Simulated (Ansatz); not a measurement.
Born–Oppenheimer molecular dynamics of F3HSi (5 atoms, charge 0, multiplicity 1). It starts at the highest image of a converged band. Of that band: Neighbouring images differ by up to 2.2 eV, so the band resolves the path poorly. A vibrational analysis at the climbing image gives one clearly imaginary mode, 1860i cm⁻¹: a first-order saddle point.

All numbers below come from RHF/def2-TZVP in Ansatz.

```
ensemble                      : NVE (velocity Verlet)
time step                     : 0.5 fs
steps asked                   : 200
starting velocities drawn for : 100 K
seed                          : 10498
```

Frames 0.5 fs apart, positions in Å, forces in eV/Å.

Velocities at 35.0 fs (Å/ps):

```
Si -15.47 2.52 -6.15
H -32.66 6.78 231.05
F 10.66 -0.75 0.92
F 6.85 9.15 -1.18
F 7.09 -12.48 -2.91
```

```xyz
5
Properties=species:S:1:pos:R:3:forces:R:3 time_fs=35.0 energy_less_start_eV=-3.684 T=9578
Si -0.137 -0.019 0.241 -1.20 0.46 2.36
H -1.415 0.048 1.314 3.12 -0.29 -0.53
F 1.459 0.043 0.218 -1.94 -0.46 0.95
F -0.537 1.238 -0.490 -0.18 2.02 -1.58
F -0.594 -1.256 -0.502 0.20 -1.74 -1.20
5
Properties=species:S:1:pos:R:3:forces:R:3 time_fs=35.5 energy_less_start_eV=-3.545 T=9227
Si -0.145 -0.018 0.238 -0.81 0.33 2.92
H -1.428 0.051 1.429 3.34 -0.29 -1.33
F 1.464 0.042 0.219 -2.33 -0.46 0.89
F -0.534 1.243 -0.491 -0.31 1.90 -1.47
F -0.591 -1.262 -0.504 0.11 -1.47 -1.01
5
Properties=species:S:1:pos:R:3:forces:R:3 time_fs=36.0 energy_less_start_eV=-3.349 T=8727
Si -0.153 -0.016 0.236 -0.32 0.18 3.32
H -1.432 0.053 1.541 3.38 -0.29 -1.94
F 1.469 0.042 0.220 -2.68 -0.46 0.84
F -0.530 1.248 -0.492 -0.42 1.78 -1.37
F -0.587 -1.268 -0.506 0.05 -1.22 -0.84
5
Properties=species:S:1:pos:R:3:forces:R:3 time_fs=36.5 energy_less_start_eV=-3.124 T=8149
Si -0.161 -0.015 0.233 0.22 0.04 3.59
H -1.429 0.055 1.648 3.31 -0.28 -2.42
F 1.473 0.041 0.220 -3.00 -0.45 0.78
F -0.527 1.253 -0.493 -0.52 1.66 -1.27
F -0.584 -1.275 -0.507 -0.01 -0.96 -0.69
5
Properties=species:S:1:pos:R:3:forces:R:3 time_fs=37.0 energy_less_start_eV=-2.888 T=7543
Si -0.169 -0.014 0.231 0.76 -0.11 3.76
H -1.417 0.056 1.749 3.17 -0.26 -2.77
F 1.478 0.041 0.221 -3.28 -0.44 0.74
F -0.524 1.258 -0.494 -0.60 1.53 -1.18
F -0.580 -1.282 -0.509 -0.05 -0.71 -0.53
5
Properties=species:S:1:pos:R:3:forces:R:3 time_fs=37.5 energy_less_start_eV=-2.655 T=6945
Si -0.176 -0.012 0.229 1.29 -0.25 3.85
H -1.399 0.056 1.844 2.99 -0.25 -3.05
F 1.481 0.040 0.222 -3.52 -0.44 0.69
F -0.520 1.264 -0.495 -0.67 1.40 -1.09
F -0.577 -1.289 -0.511 -0.09 -0.46 -0.39
5
Properties=species:S:1:pos:R:3:forces:R:3 time_fs=38.0 energy_less_start_eV=-2.436 T=6380
Si -0.184 -0.011 0.228 1.78 -0.38 3.88
H -1.372 0.056 1.931 2.80 -0.23 -3.27
F 1.485 0.039 0.223 -3.74 -0.43 0.65
F -0.517 1.270 -0.497 -0.72 1.26 -1.00
F -0.573 -1.296 -0.513 -0.12 -0.22 -0.25
5
Properties=species:S:1:pos:R:3:forces:R:3 time_fs=38.5 energy_less_start_eV=-2.235 T=5862
Si -0.192 -0.010 0.227 2.23 -0.50 3.86
H -1.340 0.055 2.011 2.60 -0.22 -3.44
F 1.487 0.039 0.224 -3.92 -0.41 0.61
F -0.514 1.276 -0.499 -0.76 1.10 -0.91
F -0.570 -1.303 -0.515 -0.14 0.03 -0.12
5
Properties=species:S:1:pos:R:3:forces:R:3 time_fs=39.0 energy_less_start_eV=-2.056 T=5403
Si -0.199 -0.009 0.226 2.64 -0.60 3.81
H -1.300 0.054 2.082 2.40 -0.20 -3.58
F 1.490 0.038 0.226 -4.08 -0.40 0.57
F -0.511 1.282 -0.500 -0.79 0.94 -0.82
F -0.566 -1.310 -0.517 -0.17 0.27 0.01
5
Properties=species:S:1:pos:R:3:forces:R:3 time_fs=39.5 energy_less_start_eV=-1.903 T=5008
Si -0.206 -0.007 0.225 3.02 -0.69 3.74
H -1.256 0.052 2.145 2.20 -0.19 -3.69
F 1.492 0.037 0.227 -4.22 -0.39 0.53
F -0.509 1.288 -0.502 -0.82 0.76 -0.72
F -0.562 -1.317 -0.519 -0.18 0.51 0.13
5
Properties=species:S:1:pos:R:3:forces:R:3 time_fs=40.0 energy_less_start_eV=-1.777 T=4683
Si -0.213 -0.006 0.225 3.36 -0.76 3.65
H -1.206 0.050 2.199 2.01 -0.18 -3.79
F 1.493 0.036 0.228 -4.33 -0.38 0.50
F -0.506 1.294 -0.504 -0.84 0.57 -0.61
F -0.559 -1.324 -0.521 -0.20 0.74 0.25
5
Properties=species:S:1:pos:R:3:forces:R:3 time_fs=40.5 energy_less_start_eV=-1.679 T=4431
Si -0.220 -0.005 0.225 3.68 -0.82 3.56
H -1.151 0.047 2.243 1.81 -0.16 -3.89
F 1.494 0.035 0.229 -4.41 -0.36 0.47
F -0.503 1.301 -0.506 -0.85 0.37 -0.50
F -0.555 -1.330 -0.523 -0.22 0.97 0.37
```

Of the whole run (100 fs, mean temperature of the second half 5395 K): The conserved energy stayed within 4.2 meV per atom of its start (net change 0.46 meV per atom), so the integration is sound. The system heated up, since it started high on the potential surface and ran downhill. A run of 0.1 ps of so small a system gives no equilibrium averages. The orbitals stay closed-shell, which can raise the energy where a bond breaks towards radicals; this wasn't checked here.

Run time: 94 s on 4 threads of Intel(R) Xeon(R) Platinum 8488C (Sapphire Rapids), with other jobs on the host, peak memory 0.27 GiB.
